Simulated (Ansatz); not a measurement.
`[SiH3]N[SiH2]Cl` + `S[SiH2]Cl` → `Cl[SiH2]S[SiH2]Cl` + `N[SiH3]`  (ligand exchange at the Si–N bond)

Calculated with Ansatz (gas phase, PBE0-D4/def2-TZVP geometries, no zero-point term in ΔE). CCSD(T)/CBS adds triple-zeta CCSD(T) − MP2 to the extrapolated MP2 energy (def2 sets, frozen cores). This one scheme is used for every species. Functionals use def2-TZVPP. Each species was taken in one conformer, which may not be the lowest.

```csv
level,ΔE (kcal/mol)
PBE-D4,-0.5
PBE,0.6
SCS-MP2/def2-TZVPP,2.6
HF/CBS(def2),5.6
```

Question: What does CCSD(T)/CBS give? (Best estimate.)

Answer: Ansatz gave: +1.6 kcal/mol. The listed levels differ from it by -2.1, -1.0, 1.0, 4.0 kcal/mol.

Largest T1 diagnostic among the species: 0.010.

The D4 term adds −1.8 kcal/mol with B3LYP and −1.0 kcal/mol with PBE0; it sums over pairs of atoms, weighted by their polarisabilities, and B3LYP, whose exchange is more repulsive, gets the larger term. In def2-TZVPP, CCSD(T) changes the Hartree–Fock value by −2.6 kcal/mol (the triples alone add −0.7 kcal/mol) and MP2 by −3.8 kcal/mol.

B3LYP here is the variant with VWN-RPA as its local correlation; programs differ in this.
